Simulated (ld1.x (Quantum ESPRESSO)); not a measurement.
## Se: one change to an ultrasoft potential, before and after

- Element: Se
- Generator: ld1.x (Quantum ESPRESSO) 7.5
- Type: ultrasoft
- Functional: PBE
- Relativity: fully relativistic
- Frozen core: [Ar]
- Valence charge: 16
- Reference configuration: 3d10 4s2 4p4
- Partial waves: 4s (bound): rcut 1.15, rcutus 1.30 bohr; 4s channel at 2.65 Ry: rcut 1.15, rcutus 1.30 bohr; 4p (bound): rcut 1.90, rcutus 2.10 bohr; 4p channel at 0.05 Ry: rcut 1.90, rcutus 2.10 bohr; 3d (bound): rcut 1.05, rcutus 1.15 bohr; 3d channel at -2.75 Ry: rcut 1.05, rcutus 1.15 bohr
- Local potential: all-electron potential smoothed inside 2.00 bohr (lloc = -1)
- Core correction: a·sin(br)/r model core inside 0.90 bohr
- Augmentation charge: PSQ, radius 1.20 bohr

Open shells are filled in proportion to 2j + 1 (rel_dist='average').

All-electron outer shells of the reference configuration (PBE, scalar-relativistic, ld1.x):

```
shell  level (eV)  outermost node (bohr)  outermost maximum (bohr)
   3s     -213.51                   0.24                      0.50
   3p     -152.98                   0.21                      0.50
   3d      -53.12                      –                      0.45
   4s      -17.29                   0.70                      1.51
   4p       -6.51                   0.74                      1.82
```

Change: waves 3d (bound): rcut 1.05, rcutus 1.44 bohr; 3d channel at -2.75 Ry: rcut 1.05, rcutus 1.44 bohr.

Cutoffs: the cutoffs (Ry, on a coarse ladder) from which the occupation-weighted sum of valence levels, in a spherical-Bessel basis at the reference potential, stays within 10 and 1 mRy of its value at 400 Ry; they do not see the model core or the augmentation charge, which bear on the density cutoff. Errors are all-electron minus pseudo energies relative to the spin-unpolarised reference configuration.

**Question.** What does the change do?

**Answer.** The potential gets softer (110 Ry and 180 Ry → 55 Ry and 90 Ry); both files keep a bound ghost (s); the number of tests that count goes from 6 to 4; of the 4 tests that both files solve, the error grows in 0 and shrinks in 2 by more than 15 % and 0.3 meV (median size 0.5 → 0.1 meV). A larger radius leaves more room for a smooth pseudo-wave, so fewer plane waves are needed.

| quantity | base | changed |
| --- | --- | --- |
| cutoff, loose | 110 Ry | 55 Ry |
| cutoff, tight | 180 Ry | 90 Ry |
| loose cutoff by channel (10 mRy a level) | s 21 Ry, p 10 Ry, d 70 Ry | s 21 Ry, p 10 Ry, d 40 Ry |
| bound ghosts | s | s |
| tests counted (converged, no solver errors) | 6 of 7 | 4 of 7 |
| error for 3d10 4s2 4p3, meV [ΔE 10.85 eV] | 0.0 | 0.0 |
| error for 3d10 4s2 4p2, meV [ΔE 31.20 eV] | 0.0 | +0.1 |
| error for 3d10 4s2 4p1, meV [ΔE 62.08 eV] | -1.0 | -0.2 |
| error for 3d10 4s2 4p0, meV [ΔE 104.27 eV] | -7.2 | -4.6 |
| s: phases at 2.29 bohr within 0.05 rad from the reference energy up to (Ry; the scan ends near 5) | to the end of the scan | to the end of the scan |
| p1/2: phases at 2.29 bohr within 0.05 rad from the reference energy up to (Ry; the scan ends near 5) | 4.4 | 4.4 |
| p3/2: phases at 2.29 bohr within 0.05 rad from the reference energy up to (Ry; the scan ends near 5) | 4.5 | 4.5 |
| d3/2: phases at 2.29 bohr within 0.05 rad from the reference energy up to (Ry; the scan ends near 5) | to the end of the scan | to the end of the scan |
| d5/2: phases at 2.29 bohr within 0.05 rad from the reference energy up to (Ry; the scan ends near 5) | to the end of the scan | to the end of the scan |
| lowest overlap eigenvalue by channel | s 0.78, p1/2 0.72, p3/2 0.71, d3/2 1.00, d5/2 1.00 | s 0.78, p1/2 0.72, p3/2 0.71, d3/2 0.09, d5/2 0.10 |

Base: Tests not counted: 3d9 4s2 4p4 (solver errors, printed error -2660 eV). Changed file: Tests not counted: 3d10 4s0 4p6 (solver errors, printed error -2948 eV); 3d9 4s2 4p4 (solver errors, printed error -2704 eV); 3d10 4s1 4p4 (solver errors, printed error -2817 eV). A true bound ghost makes a file unfit for plane-wave use even where its test errors are small: the radial tests pick states by their node count and pass the ghost by. Where a test does run into it, the solver fails or the error is huge.
